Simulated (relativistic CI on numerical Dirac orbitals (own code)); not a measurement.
What each ingredient does to the levels of Pr34+

Base calculation: Dirac-Coulomb-Breit CI, separate exchange-only KLI orbitals for each configuration, model QED (radiative potential, 1s self-energy scaled to tabulated hydrogen-like ionisation energies), unscaled Slater integrals.

Configuration list (outside the closed core [Ne]): 3s2 3p6 3d7, 3s2 3p5 3d8, 3s2 3p4 3d9, 3s 3p6 3d8, 3p6 3d9, 3s 3p5 3d9, 3s2 3p6 3d6 4s, 3s2 3p6 3d6 4p, 3s2 3p6 3d6 4d, 3s2 3p4 3d8 4s, 3s2 3p4 3d8 4p, 3s2 3p5 3d7 4s, 3s2 3p6 3d6 4f, 3s2 3p4 3d8 4d, 3s 3p5 3d8 4s, 3s2 3p5 3d7 4p, 3s 3p5 3d8 4p, 3s2 3p6 3d5 4s2, 3s2 3p5 3d7 4d, 3s 3p6 3d7 4s, 3s2 3p6 3d5 4s 4p, 3s 3p5 3d8 4d, 3p6 3d8 4s, 3s2 3p6 3d6 5s, 3s2 3p6 3d5 4p2, 3s2 3p5 3d7 4f, 3s 3p6 3d7 4p, 3p6 3d8 4p, 3s2 3p6 3d6 5p, 3s2 3p6 3d6 5d, 3s2 3p5 3d6 4s2, 3p6 3d8 4d, 3s2 3p6 3d6 5f, 3s 3p6 3d6 4s2, 3s2 3p6 3d6 6s, 3s2 3p5 3d7 5s. Levels of other configurations are missing.

The lowest level and the first level of each name with at least 55 % of one term (blank where a level has no safe partner in the second run):

```tsv
Level	Base (eV)	Shift (eV)
3s2 3p6 3d7 4F_9/2	0.000	0.000
3s2 3p6 3d7 4F_7/2	19.944	+0.370
3s2 3p6 3d7 4P_5/2	28.191	+0.232
3s2 3p6 3d7 2H_11/2	32.389	+1.013
3s2 3p6 3d7 2G_7/2	35.591	+0.597
3s2 3p6 3d7 2F_5/2	41.361	+0.228
3s2 3p6 3d7 2H_9/2	52.948	+1.390
3s2 3p6 3d7 2D_3/2	53.565	+0.165
3s2 3p6 3d7 2F_7/2	56.691	+1.126
3s2 3p5 3d8 4G°_11/2	269.142	+1.510
3s2 3p5 3d8 2D°_5/2	278.175	+1.045
3s2 3p5 3d8 2F°_7/2	278.607	+1.131
3s2 3p5 3d8 4F°_9/2	284.563	+1.387
3s2 3p5 3d8 4G°_9/2	296.913	+1.866
3s2 3p5 3d8 2H°_11/2	315.229	+2.224
3s2 3p5 3d8 2G°_7/2	315.267	+2.004
3s2 3p5 3d8 2F°_5/2	335.542	+1.746
3s2 3p5 3d8 2H°_9/2	418.690	+3.401
```

At this charge energies of transitions that change n are usually good to better than 1 %, and those within a shell (Δn = 0) to a few per cent. Terms inside the open d or f shell come out 10 to 20 % too wide with unscaled integrals.

One thing was changed in a second run, which moved the levels as shown. Which?
A. non-relativistic limit
B. QED terms removed
C. Breit term removed
D. P86 correlation estimate
E. configuration mixing switched off

C. Breit term removed. The Breit term mainly narrows fine-structure intervals, so removing it widens them.

LS names give the leading component of a level, which can be under half, so a name can repeat, a term be missing and a line seem to break the LS rules.
